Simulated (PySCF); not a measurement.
Mo, septet (core potentials on Mo).

Here is a job for PySCF.
```python
from pyscf import gto, scf, dft

mol = gto.Mole()
mol.atom = '''
    Mo    0.000000    0.000000    0.000000
'''
mol.basis = 'def2-tzvp'
mol.ecp = {'Mo': 'def2-tzvp'}
mol.charge = 0
mol.spin = 6
mol.verbose = 4
mol.build()

mf = dft.UKS(mol)
mf.xc = 'revpbe'
mf = mf.density_fit(auxbasis='def2-universal-jkfit')
mf.kernel()
```

Question: What does this run give for the total energy, <S^2>?

Answer: 
```
Item                  Value
------------  -------------
total energy  -68.164119 Ha
<S^2>                12.000
```

These values belong to the state on which the SCF converged, which isn't shown to be the lowest.
